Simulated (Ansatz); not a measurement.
C2H5ClF2Si can be A, `FC(F)(Cl)C[SiH3]`, or B, `C[SiH2]C(F)(F)Cl`.

Computed with Ansatz on PBE0-D4/def2-TZVP structures; ΔE is electronic, products minus reactants. CBS: MP2 limit from def2 TZ/QZ plus the TZ coupled-cluster correction, frozen cores. Functionals use def2-TZVPP. B3LYP here is the variant with VWN-RPA as its local correlation; programs differ in this. One conformer a species, not always the lowest.

Task: Which is lower in electronic energy at CCSD(T)/CBS, and by how much? (Estimate.)

Result: Computed: B, by 5.6 kJ/mol.

Task: Give E(B) − E(A) in kJ/mol with B2PLYP, PBE0-D4, CCSD(T)/def2-TZVPP, B3LYP-D4, r2SCAN-D4, ωB97M-V, CCSD/def2-TZVPP. (An estimate is asked.)

Result: The calculation gave: B2PLYP -7.7, PBE0-D4 -6.8, CCSD(T)/def2-TZVPP -1.9, B3LYP-D4 -10.7, r2SCAN-D4 -8.3, ωB97M-V -6.5, CCSD/def2-TZVPP -1.2. None reverses the order clearly.

Largest T1 diagnostic: 0.012.

From PBE to PBE0 (25 % exact exchange), in def2-TZVPP and without D4, E(B) − E(A) moves by +5.7 kJ/mol. In def2-TZVPP, CCSD(T) changes the Hartree–Fock value by −4.0 kJ/mol (the triples alone add −0.7 kJ/mol) and MP2 by −4.3 kJ/mol.
